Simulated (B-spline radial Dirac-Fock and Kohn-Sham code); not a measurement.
**X-ray form factors of tantalum in several charge states**

These are calculated numbers from a B-spline atomic structure program; the model is relativistic Hartree-Fock (Dirac-Fock) wave functions, averaged over the configuration.

Configurations: Ta²¹⁺ [Kr] 4d10 4f6; Ta²⁵⁺ [Kr] 4d10 4f2; Ta²⁸⁺ [Kr] 4d9. The first column is f₀ of Ta²¹⁺, the others are differences from it.

```tsv
s (Å⁻¹)	Ta²¹⁺	Δ Ta²⁵⁺	Δ Ta²⁸⁺
0	52.000	-4.000	-7.000
0.1	51.477	-3.893	-6.825
0.2	49.960	-3.586	-6.325
0.3	47.588	-3.124	-5.565
0.4	44.571	-2.568	-4.639
0.5	41.150	-1.982	-3.650
0.7	34.040	-0.939	-1.841
0.9	27.744	-0.260	-0.595
1.1	22.938	+0.058	+0.037
1.4	18.354	+0.147	+0.258
```
